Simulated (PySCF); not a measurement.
# Radial density of Sn (tin, neutral)

PBE0, [Kr] 4d10 5s2 5p2, high-spin 3P determinant. Computed with PySCF 2.14 in aug-cc-pVDZ-PP with ECP28MDF, with a scalar-relativistic core potential. This is the valence pseudo-density: the core potential removes the inner electrons and smooths the orbitals near the nucleus.

```json
{"r (bohr)": "0.00821", "4πr²ρ (e/bohr)": "2.261e-05", "4πr²(ρα − ρβ)": "0.0000"}
{"r (bohr)": "0.0138", "4πr²ρ (e/bohr)": "6.040e-05", "4πr²(ρα − ρβ)": "0.0000"}
{"r (bohr)": "0.0232", "4πr²ρ (e/bohr)": "0.0001465", "4πr²(ρα − ρβ)": "0.0000"}
{"r (bohr)": "0.0391", "4πr²ρ (e/bohr)": "0.0002894", "4πr²(ρα − ρβ)": "0.0000"}
{"r (bohr)": "0.0657", "4πr²ρ (e/bohr)": "0.0005854", "4πr²(ρα − ρβ)": "0.0000"}
{"r (bohr)": "0.111", "4πr²ρ (e/bohr)": "0.003947", "4πr²(ρα − ρβ)": "0.0000"}
{"r (bohr)": "0.186", "4πr²ρ (e/bohr)": "0.05217", "4πr²(ρα − ρβ)": "0.0002"}
{"r (bohr)": "0.313", "4πr²ρ (e/bohr)": "0.9311", "4πr²(ρα − ρβ)": "0.0049"}
{"r (bohr)": "0.526", "4πr²ρ (e/bohr)": "11.34", "4πr²(ρα − ρβ)": "0.0692"}
{"r (bohr)": "0.885", "4πr²ρ (e/bohr)": "21.89", "4πr²(ρα − ρβ)": "0.0250"}
{"r (bohr)": "1.49", "4πr²ρ (e/bohr)": "6.510", "4πr²(ρα − ρβ)": "0.1946"}
{"r (bohr)": "2.50", "4πr²ρ (e/bohr)": "1.984", "4πr²(ρα − ρβ)": "0.7739"}
{"r (bohr)": "4.21", "4πr²ρ (e/bohr)": "0.4435", "4πr²(ρα − ρβ)": "0.3288"}
{"r (bohr)": "7.08", "4πr²ρ (e/bohr)": "0.02448", "4πr²(ρα − ρβ)": "0.0230"}
{"r (bohr)": "11.9", "4πr²ρ (e/bohr)": "0.0001172", "4πr²(ρα − ρβ)": "0.0001"}
```

Energies and moments cover only the electrons outside the core potential.
